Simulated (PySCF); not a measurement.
A small benchmark: harmonic wavenumber ωe of diatomics

CCSD(T), MP2, PBE0 in PySCF with def2-SVP on every atom (core potentials on Sr, Sn, Te, I, Tl), for the lowest determinant that a PBE0 search found; no spin–orbit coupling. Measured values: Huber and Herzberg, Constants of Diatomic Molecules (1979).

```json
{"molecule": "N2", "measured (cm⁻¹)": "2358.57", "CCSD(T)": "2397", "MP2": "2236", "PBE0": "2529"}
{"molecule": "TlF", "measured (cm⁻¹)": "477.3", "CCSD(T)": "516", "MP2": "524", "PBE0": "512"}
{"molecule": "SrS", "measured (cm⁻¹)": "388.38", "CCSD(T)": "349", "MP2": "371", "PBE0": "409"}
{"molecule": "O2", "measured (cm⁻¹)": "1580.193", "CCSD(T)": "1642", "MP2": "1491", "PBE0": "1774"}
{"molecule": "GeTe", "measured (cm⁻¹)": "323.9", "CCSD(T)": "318", "MP2": "331", "PBE0": "337"}
{"molecule": "LiI", "measured (cm⁻¹)": "498.16", "CCSD(T)": "490", "MP2": "492", "PBE0": "500"}
{"molecule": "SnS", "measured (cm⁻¹)": "487.26", "CCSD(T)": "471", "MP2": "489", "PBE0": "499"}
{"molecule": "TlBr", "measured (cm⁻¹)": "192.1", "CCSD(T)": "196", "MP2": "199", "PBE0": "195"}
```

Q: Give the mean signed and mean absolute error of each level in %, and name the best.

A: CCSD(T) -0.2 and 4.1; MP2 -0.1 and 4.1; PBE0 +5.1 and 5.1. The best two lie too close to rank on so few molecules. CCSD(T) and MP2 converge slowly with the basis and look worse in a small one than at the limit.

Q: Which molecule does PBE0 miss most?

A: O2, by +12.3 %.

The molecules are drawn from runs that passed checks on state, spin purity and fit, so the hardest cases are missing and the errors look smaller than over all diatomics.

Correlated steps freeze the inner cores (2 to 13 orbitals); shallow outer-core shells are correlated. Spin–orbit coupling is left out, which matters for elements this heavy, above all for dissociation energies. The CCSD T1 diagnostic is raised in GeTe, SnS, SrS, a sign that a single reference may not be enough there. States were picked by a PBE0 search and need not be the measured ground states.
